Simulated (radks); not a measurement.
Q: Excited configurations of the rhenium ion Re2+: one electron is placed in a higher orbital outside [Xe] 4f14 5d4. The ground configuration is [Xe] 4f14 5d5. Method: Dirac Kohn-Sham, BLYP, spin-unpolarised, spherical densities, finite nucleus; open shells fill j = l - 1/2 first; Fermi nuclear charge, rms radius 5.3698 fm; computed with a radial shooting solver on a logarithmic mesh with Libxc functionals. Excitation = E - E(ground); binding = E(ion) - E, where the ion is the core of charge +3; n* = 3/sqrt(2 binding) in atomic units, and the quantum defect is n - n*.

| outer orbital | excitation (eV) | binding (eV) | n* | quantum defect | eigenvalue (eV) | <r> (bohr) |
|---|---|---|---|---|---|---|
| 5f5/2 | 18.157 | 8.214 | 3.861 | 1.139 | -6.243 | 5.235 |
| 6p1/2 | 7.177 | 19.194 | 2.526 | 3.474 | -15.727 | 3.133 |
| 6f5/2 | 20.775 | 5.595 | 4.678 | 1.322 | -4.533 | 9.121 |
| 7s1/2 | 14.797 | 11.573 | 3.253 | 3.747 | -9.864 | 5.451 |
| 7p1/2 | 16.690 | 9.680 | 3.557 | 3.443 | -8.207 | 6.247 |
| 7d3/2 | 19.726 | 6.645 | 4.293 | 2.707 | -5.532 | 8.581 |
| 7f5/2 | 22.397 | 3.974 | 5.551 | 1.449 | -3.316 | 13.90 |

Estimate the row for 6d3/2.

A: excitation (eV) 15.545; binding (eV) 10.825; n* 3.363; quantum defect 2.637; eigenvalue (eV) -8.733; <r> (bohr) 4.844. The Delta-SCF ionisation energy is 26.370 eV (NIST Atomic Spectra Database: 27 eV, theoretical). Self-interaction in the functional shifts the binding energies and quantum defects, so they are the method's values and not measured ones. Spin polarisation and multiplet splitting are left out, so open shells lie too high by an amount that depends on their filling.

Beside tabulated values, note that spin-unpolarised runs miss the spin-polarisation part of the exchange energy of open shells.
